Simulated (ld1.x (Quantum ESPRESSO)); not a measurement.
The numbers below are computed, except where a source is named.
# Pseudopotentials across the periodic table

Generated with ld1.x 7.5 (TM, RRKJ, ultrasoft, PAW), atompaw 4.2 or ONCVPSP 4.0.1. The cutoff is in Ry: for ld1.x and atompaw files where the sum of valence levels is converged to 10 mRy in a Bessel basis, for ONCV files where the hardest occupied wave has 1 mHa per electron of residual kinetic energy. The error is the largest all-electron minus pseudo excitation energy over each file’s own four to seven test configurations (ionisations up to +4, promotions, holes and added fractions of an electron), all of which were solved. The labels leave out finer settings (local radius, basis sizes, second energies), which also bear on the numbers. Spin-polarised tests are not counted. The rows are a selection from randomly drawn settings: files with unsolved tests, undetermined cutoffs or missed reference levels are left out.

```csv
element,potential,cutoff (Ry),largest error (meV),bound ghosts
B,"TM, PBE, non-relativistic, rc 1.05/2.85 (sp), local smoothed, core correction yes, reference 2s2 2p1",45,+184,none
F,"ultrasoft, PBE, scalar-relativistic, rc 0.80/1.00/0.85 (spd), local smoothed, core correction yes, reference 2s2 2p5",70,+187,none
Cr,"TM, LDA (PZ), scalar-relativistic, rc 2.75/4.10/1.90 (spd), local s, core correction no, reference 3d5 4s0.75 4p0.25",70,-1136,none
Mo,"TM, BP86, scalar-relativistic, rc 3.25/3.35/2.55 (spd), local s, core correction yes, reference 4d5.5 5s0.5 5p0",30,-797,none
Xe,"ultrasoft, PBE, scalar-relativistic, rc 1.65/1.90/1.65 (spd), local smoothed, core correction yes, reference 5s2 5p5.5",15,-121,none
```

**Question.** Fill in the row for In: TM semilocal, PW91, scalar-relativistic, rc 2.10/3.00 (sp), local p, core correction yes, reference 5s1.5 5p1.5.

**Answer.** cutoff 10 Ry, largest error -165 meV, bound ghosts: none.

**Question.** Fill in the row for Te: TM semilocal, PBE, scalar-relativistic, rc 1.45/1.85/1.75 (spd), local s, core correction yes, reference 5s1.75 5p4.25.

**Answer.** cutoff 55 Ry, largest error -183 meV, bound ghosts: none.

**Question.** Fill in the row for Tc: TM, PW91, scalar-relativistic, rc 2.75/2.85/1.30/2.60 (spdf), local s, core correction no, reference 4d5 5s2 5p0.

**Answer.** cutoff 55 Ry, largest error -284 meV, bound ghosts: none.
